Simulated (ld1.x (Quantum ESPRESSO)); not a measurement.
## Nd (Z = 60), TM: configuration errors across variants

Nd, norm-conserving Troullier–Martins (Kleinman–Bylander form), made with ld1.x (Quantum ESPRESSO) 7.5 (PBE, scalar-relativistic). Core [Kr] 4d10 4f3, reference 5s2 5p6 5d1 6s2 6p0. Waves: 5s (bound): rc 2.10 bohr; 5p (bound): rc 2.40 bohr; 5d (bound): rc 2.20 bohr. Local part: all-electron potential smoothed inside 1.80 bohr (lloc = -1). Core correction: none.

Occupied shells without a wave of their own: 6s. They enter only through the test configuration that unscreens the potential.

All-electron excitation energies from the reference (eV): (1) 5s2 5p6 5d1 6s1 6p0 6.264; (2) 5s2 5p6 5d1 6s0 6p0 17.699; (3) 5s2 5p6 5d0 6s0 6p0 37.197; (4) 5s2 5p6 5d1 6s1.5 6p0 2.520; (5) 5s2 5p6 5d1 6s1 6p1 2.588; (6) 5s2 5p6 5d2 6s0 6p0 6.699; (7) 5s2 5p6 5d1 6s0 6p2 5.289.

For the base: The 6s level has no wave, so the channel is fitted at the deeper level alone: the likely source of the large errors.

The file “base” misses its own reference levels by 1.2 eV. The file “wave 5d (bound): rc 2.20 bohr becomes 5d (bound): rc 1.58 bohr” misses its own reference levels by 1.2 eV. The file “wave 5d (bound): rc 2.20 bohr becomes 5d (bound): rc 1.92 bohr” misses its own reference levels by 1.2 eV. The file “wave 5d (bound): rc 2.20 bohr becomes 5d (bound): rc 2.30 bohr” misses its own reference levels by 1.2 eV. The file “wave 5d (bound): rc 2.20 bohr becomes 5d (bound): rc 2.64 bohr” misses its own reference levels by 1.2 eV. The file “wave 5d (bound): rc 2.20 bohr becomes 5d (bound): rc 3.20 bohr” misses its own reference levels by 1.2 eV.

Errors AE − PS in meV (a dash: test not solved or not reliable):

```csv
change,(1),(2),(3),(4),(5),(6),(7),bound ghosts
base,-1753,-5805,-8354,-720,-1450,-3827,-3916,none
wave 5d (bound): rc 2.20 bohr becomes 5d (bound): rc 1.58 bohr,-1752,-5795,-8371,-720,-1449,-3802,-3910,none
wave 5d (bound): rc 2.20 bohr becomes 5d (bound): rc 1.92 bohr,-1753,-5805,-8355,-720,-1450,-3826,-3916,none
wave 5d (bound): rc 2.20 bohr becomes 5d (bound): rc 2.30 bohr,-1753,-5805,-8355,-720,-1450,-3826,-3916,none
wave 5d (bound): rc 2.20 bohr becomes 5d (bound): rc 2.64 bohr,-1753,-5803,-8359,-720,-1449,-3822,-3915,none
wave 5d (bound): rc 2.20 bohr becomes 5d (bound): rc 3.20 bohr,-1753,-5807,-8349,-720,-1450,-3829,-3917,none
```

Question: Give the same row for: wave 5d (bound): rc 2.20 bohr becomes 5d (bound): rc 2.94 bohr.

Answer: -1753, -5804, -8357, -720, -1450, -3824, -3915; bound ghosts: none.
